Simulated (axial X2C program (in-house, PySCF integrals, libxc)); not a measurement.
Spin–orbit effects along a row: molecules with Ti, PBE0

All values come from calculations with an axial X2C code built on PySCF integrals, spin-free (one-electron X2C) or two-component (2c: spin–orbit coupling with atomic mean-field Coulomb and Gaunt terms, which also bring small scalar terms), in Dyall basis sets with cores contracted in-house; open shells are unrestricted.

Basis sets: Al dyall-v3z, Cl dyall-av3z, Mg dyall-cv3z, Na dyall-cv3z, S dyall-av3z, Ti dyall-cv3z.

```json
{"molecule": "NaTi", "spin-free state": "M_S = 3/2, Λ = 2", "Re (Å)": "3.036", "ωe (cm⁻¹)": "152.1", "De (eV)": "0.59", "2c state": "Ω = 1/2", "Re 2c (Å)": "3.036", "ωe 2c (cm⁻¹)": "152.0", "De 2c (eV)": "n/a"}
{"molecule": "MgTi", "spin-free state": "M_S = 2, Λ = 2", "Re (Å)": "2.954", "ωe (cm⁻¹)": "168.3", "De (eV)": "n/a", "2c state": "Ω = 4", "Re 2c (Å)": "2.956", "ωe 2c (cm⁻¹)": "167.9", "De 2c (eV)": "n/a"}
{"molecule": "AlTi", "spin-free state": "M_S = 5/2, Λ = 2", "Re (Å)": "2.490", "ωe (cm⁻¹)": "329.4", "De (eV)": "n/a", "2c state": "Ω = 1/2", "Re 2c (Å)": "2.490", "ωe 2c (cm⁻¹)": "329.2", "De 2c (eV)": "n/a"}
{"molecule": "TiS", "spin-free state": "M_S = 1, Λ = 2", "Re (Å)": "2.069", "ωe (cm⁻¹)": "585.5", "De (eV)": "4.91", "2c state": "Ω = 1", "Re 2c (Å)": "2.069", "ωe 2c (cm⁻¹)": "585.3", "De 2c (eV)": "n/a"}
{"molecule": "TiCl", "spin-free state": "M_S = 3/2, Λ = 3", "Re (Å)": "2.253", "ωe (cm⁻¹)": "410.4", "De (eV)": "4.61", "2c state": "Ω = 3/2", "Re 2c (Å)": "2.253", "ωe 2c (cm⁻¹)": "410.4", "De 2c (eV)": "n/a"}
```

(1) Work out the shifts from the spin-free to the two-component result.

Each entry is the lowest single determinant of a limited PBE0 search at one distance. De goes to single-determinant-based atoms at the same level (for ions the charge split of lowest energy) and is withheld (n/a) where an atom does not fit its ground term or J level. Main or longest-lived isotopes. One determinant is a doubtful description, or other states lie close, for NaTi, MgTi, AlTi, TiS, TiCl; these need not be ground states, and all values refer to the states named. Some open-shell Ω = 0 determinants are out of reach, so the Ω given for MgTi need not be the lowest component. With several unpaired electrons the Ω given is that of one determinant, not necessarily of the lowest component. The functionals have no current term, which raises determinants with orbital currents. Where the atoms have a lower orbital projection than the molecule, De at mean-field level may be about a tenth of an eV too small.

## Answers

(1) 

```
molecule  2c state  ΔRe (Å)  Δωe (cm⁻¹)  ΔDe (eV)
    NaTi   Ω = 1/2    0.000        -0.1       n/a
    MgTi     Ω = 4    0.002        -0.4       n/a
    AlTi   Ω = 1/2    0.000        -0.2       n/a
     TiS     Ω = 1    0.000        -0.2       n/a
    TiCl   Ω = 3/2    0.000         0.0       n/a
```

Shifts of one unit in the last digit are rounding.
